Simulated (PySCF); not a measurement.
# NMR data sheet: C₄H₈F₂O₂Si

* Formula: C4H8F2O2Si
* SMILES: C=C(O[SiH3])OCC(F)F
* Point group of the computed structure: C1
* Degrees of unsaturation: 1
* Carbon signals: 4
* Proton signals: 5

Numbering as in the mapped SMILES `[CH2:1]=[C:2]([O:3][SiH3:4])[O:5][CH2:6][CH:7]([F:8])[F:9]`; H(Xn) means a hydrogen on atom n. Ha(C1) is cis to O3; Hb(C1) is trans to O3.

Level of theory: GFN2-xTB geometry, shieldings: GIAO PBE0/pcSseg-1, in PySCF (single conformer, no solvent model, equivalent nuclei averaged, relativity neglected).

Referencing at the same level of theory: 1H (σref 31.72) and 13C (σref 186.93) and 29Si (σref 349.16) vs TMS; 19F (σref 170.95) vs CFCl3; 17O (σref 336.08) vs H2O.

```tsv
carbon	δC, type	δH (multiplicity)	HMBC from (2–3 bonds)	span of the C tensor (ppm)
C1	63.2, CH2	Ha(C1) 3.72 (br s); Hb(C1) 3.20 (br s)	–	114
C2	167.8, C	–	H(Si4), H(C6), Ha(C1), Hb(C1)	154
C6	72.5, CH2	4.02 (m)	H(C7)	47
C7	121.8, CH	6.40 (m)	H(C6)	30
```

Other nuclei:
```json
{"atoms": "H(Si4)", "nucleus": "1H", "environment": "hydrogen on a silicon bonded to O", "δ (ppm)": "4.83", "σ (ppm)": "26.89"}
{"atoms": "F8/F9", "nucleus": "19F", "environment": "fluorine of a CF2 group", "δ (ppm)": "-140.8", "σ (ppm)": "311.8"}
{"atoms": "Si4", "nucleus": "29Si", "environment": "silicon bonded to O, 3 H", "δ (ppm)": "-41.6", "σ (ppm)": "390.7"}
{"atoms": "O5", "nucleus": "17O", "environment": "ether oxygen", "δ (ppm)": "124.3", "σ (ppm)": "211.7"}
{"atoms": "O3", "nucleus": "17O", "environment": "oxygen bonded to C, Si", "δ (ppm)": "107.2", "σ (ppm)": "228.9"}
```

- Carbon types of the structure: 1 × C, 1 × CH, 2 × CH2, leaving 3 H on heteroatoms.
- δC 167.8: alkene carbon bearing oxygen; an sp2 carbon further deshielded by the attached heteroatom.
- δC 121.8: sp3 CH bonded to 2 F; 2 electronegative neighbours deshield it.
- δC 72.5: sp3 CH2 bonded to O; deshielded by the electronegative neighbour.
- δC 63.2: β carbon of an enol-ether or enamine type C=C; the O or N lone pair pushes π density onto this β carbon and shields it.
- δH 6.40: hydrogen on an sp3 CH bonded to 2 F; its carbon carries F, which withdraws density.

Splittings by 19F in the carbon and heteronuclear signals aren't shown, as no couplings were computed. Shifts are as computed. Against solution values, carbons near 30 ppm lie about +3 ppm off and those near 130 ppm about +5 ppm. Of 1309 compounds with measured shifts, 239 miss one by over three times the rms of a fit or turn the order of signals round; such compounds aren't used in these exercises. Unscaled 19F shifts against computed CFCl3 carry errors that often reach 10 to 50 ppm. Experimental scales use liquid or dissolved standards, which lie at an offset from isolated H2O (liquid H2O: subtract about 36 ppm). Multiplicities follow the n + 1 count of equivalent neighbours, as no J values were calculated; m marks all less simple cases, F and P coupling included.
